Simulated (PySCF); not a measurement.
A geometry optimisation on `N#C[SiH2]N[SiH3]`.

Method: PBE0-D3(BJ)/def2-SVP geometry optimisation, gas phase (PySCF 2.14.0). Start geometry: GFN2-xTB. The command runs a driver script over a list of jobs; the input below is this job's line of settings and its coordinates in Å.

Command:
```bash
OMP_NUM_THREADS=1 python probes_run.py task.json out
```

Input:
```
{"job": {"xc": "PBE0", "basis": "def2-SVP", "d3": "d3bj", "grid": 1, "shake": 0.01, "kind": "geom"}, "charge": 0, "multiplicity": 1}
N      3.628330    -0.495230    -0.548160
C      2.600800    -0.257500    -0.042810
Si     0.953150     0.113560     0.781190
N     -0.157850    -0.130650    -0.463010
Si    -1.920540     0.046130    -0.405290
H      1.029320     1.506230     1.263470
H      0.788530    -0.848920     1.873950
H      0.199810    -0.237560    -1.393560
H     -2.463000    -0.835860    -1.396010
H     -2.302540     1.440390    -0.654950
H     -2.317900    -0.326410     0.969530
```

Output:
```
step   0  E = -729.51066335  max force = 0.034173
step   1  E = -729.51495069  max force = 0.005865
step   2  E = -729.51525286  max force = 0.001780
step   3  E = -729.51543433  max force = 0.001936
step   4  E = -729.51553070  max force = 0.002494
step   5  E = -729.51570230  max force = 0.002068
step   6  E = -729.51585145  max force = 0.001814
step   7  E = -729.51611149  max force = 0.003199
step   8  E = -729.51642458  max force = 0.004553
step   9  E = -729.51723802  max force = 0.005888
step  10  E = -729.51769782  max force = 0.005561
step  11  E = -729.51802587  max force = 0.003123
step  12  E = -729.51815163  max force = 0.001966
step  13  E = -729.51820064  max force = 0.001233
step  14  E = -729.51822865  max force = 0.000972
step  15  E = -729.51825114  max force = 0.000942
step  16  E = -729.51826192  max force = 0.000846
step  17  E = -729.51827118  max force = 0.000490
step  18  E = -729.51827491  max force = 0.000454
step  19  E = -729.51827815  max force = 0.000912
step  20  E = -729.51827820  max force = 0.000953
step  21  E = -729.51828030  max force = 0.000466
step  22  E = -729.51828040  max force = 0.000147
optimisation converged
```

Energies in Eh; «max force» is the largest Cartesian gradient component in Eh/bohr.

Q: Give the first gradient maximum in eV/Å.

A: With 1 Eh/bohr = 51.422 eV/Å, 1.757 eV/Å.

Q: How much energy does the optimisation release, in eV?

A: E(step 0) − E(last step) = 0.007617 Eh, which is 0.207 eV.

In short: final energy -729.51828 Eh after 22 steps; dipole 3.67 D.

Q: Give the final coordinates.

A: 0.907 Å rms from the input after alignment:
```
atom  x, y, z in Å
N1     3.0911   -1.4827   -0.1040
C2     2.2881   -0.7295    0.2612
Si3    0.9724    0.4866    0.8020
N4    -0.2552    0.6647   -0.3944
Si5   -1.7128   -0.2842   -0.5957
H6     1.6906    1.7690    1.0281
H7     0.3898   -0.0688    2.0502
H8    -0.0275    1.2965   -1.1590
H9    -1.6293   -1.2130   -1.7635
H10   -2.8917    0.6103   -0.7987
H11   -1.8768   -1.0744    0.6581
```

The run took 67 s wall on one thread, Intel Xeon 6975P-C (x86_64), shared host with 192 logical CPUs at a one-minute load of 86, and the process peaked at 0.46 GiB of memory.
Labels such as C1 count atoms from 1, the log's own numbers from 0.
